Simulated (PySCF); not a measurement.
Computed IR spectrum (relative IR intensity) of a molecule C4H8O. Coordinates come from a PBE0-D3(BJ)/def2-SVP optimisation. The values are those of a single conformer. Computed with PySCF 2.14.0 with PBE0-D3(BJ)/def2-SVP. No scaling factor is applied to the harmonic values.

Lines under 2 % of the strongest are left out, and lines within 2 cm⁻¹ are merged.

ν (cm⁻¹): 78 (vw), 684 (vw), 857 (vw), 894 (vw), 921 (vw), 953 (w), 959 (w), 1049 (w), 1161 (s), 1199 (m), 1204 (w), 1256 (w), 1401 (vw), 1457 (vw), 1471 (w), 3009 (vs), 3016 (vw), 3074 (m), 3097 (s), 3145 (w), 3151 (m) (against the strongest line: vs over 80 %, s over 45 %, m over 15 %, w over 4 %, vw less)

Q: Pick the molecule that these values belong to.
A) CC1COC1
B) C1CCOC1
C) C=CCOC
D) C=CCCO

A: B, C1CCOC1
